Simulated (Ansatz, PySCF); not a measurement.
Gas-phase reaction (SMILES): C=CB(O)O [ethenylboronic acid] + 2 B (BH3) + C (CH4) -> BC (CH5B) [methylborane] + 2 BO (H3BO) [borinic acid] + C=C (C2H4) [ethene]; bond separation energy.

Geometries: B3LYP-D3(BJ)/def2-TZVP minima from Ansatz (a quantum-chemistry and plane-wave program), one conformer each, not searched for the lowest. Correlated levels leave the core frozen unless marked. No spin-orbit coupling. Non-relativistic. Basis-set limits of correlation are two-point, X^-3; Hartree-Fock from the larger set. Thermal terms are rigid-rotor harmonic-oscillator values from B3LYP-D3(BJ) frequencies (Ansatz or PySCF) at 298.15 K and 1 atm. 1 Eh = 627.5095 kcal/mol.

| species | E, CCSD(T)/CBS(cc-pVTZ,cc-pVQZ) (Ansatz) (Eh) | E, B3LYP-D3(BJ)/def2-TZVPD (Ansatz + dftd3) (Eh) | H - E (Eh) |
|---|---|---|---|
| C=CB(O)O | -254.34143 | -254.74100 | 0.08326 |
| B (BH3) | -26.54901 | -26.62529 | 0.03008 |
| BC (CH5B) | -65.82665 | -65.97917 | 0.06039 |
| BO (H3BO) | -101.79827 | -101.96285 | 0.03929 |
| C (CH4) | -40.45816 | -40.53958 | 0.04840 |
| C=C (C2H4) | -78.47456 | -78.62799 | 0.05494 |

Task: Work out ΔE and ΔH at 298.15 K at the first level, then ΔH at the second.

Result: 
1. ΔE = [(-65.82665) + 2×(-101.79827) + (-78.47456)] - [(-254.34143) + 2×(-26.54901) + (-40.45816)] = -0.00014 Eh = -0.1 kcal/mol at CCSD(T)/CBS(cc-pVTZ,cc-pVQZ).
2. The terms H - E add up to 0.00209 Eh, so ΔH = (-0.00014 + (0.00209))×627.5095 = 1.2 kcal/mol.
3. At B3LYP-D3(BJ)/def2-TZVPD the same steps give ΔE = -1.1 and ΔH = 0.2 kcal/mol, a shift of -1.0 from the first level.
4. These values are not checked against measurement here, since the tables used lack a sound gas-phase enthalpy of formation for at least one species.
